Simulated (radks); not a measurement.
The numbers below are computed, except where a source is named.
Valence configurations of Ir (all share [Xe]). Code: a radial shooting solver on a logarithmic mesh with Libxc functionals. Model: scalar-relativistic Kohn-Sham, PBEsol, spin-polarised, spherical densities, point nucleus; open shells are filled with parallel spins first (spin-orbit coupling, left out, can overturn this in heavy ions). Order these by energy: 4f13 5d7 6s2 6p1; 4f14 5d7 6s2; 4f14 5d8 6p1; 4f14 5d6 6s2 6p1; 4f13 5d8 6s2; 4f14 5d6.5 6s1.5 6p1; 4f14 5d7 6s1.5 6p0.5; 4f14 5d8.5 6p0.5; 4f14 5d8 6s1; 4f14 5d7 6s1 6p1.

Answer. From the lowest, in eV above it: 4f14 5d8 6s1 0.000; 4f14 5d7 6s2 0.058; 4f14 5d7 6s1.5 6p0.5 2.200; 4f14 5d8.5 6p0.5 3.140; 4f14 5d7 6s1 6p1 4.088; 4f14 5d6.5 6s1.5 6p1 4.789; 4f14 5d8 6p1 5.110; 4f14 5d6 6s2 6p1 5.625; 4f13 5d8 6s2 60.248; 4f13 5d7 6s2 6p1 67.411. NIST lists [Xe] 4f14 5d7 6s2 as the ground configuration; this level of theory puts 4f14 5d8 6s1 lower, by 0.058 eV. The energies are those of spherical high-spin densities, not of single terms.
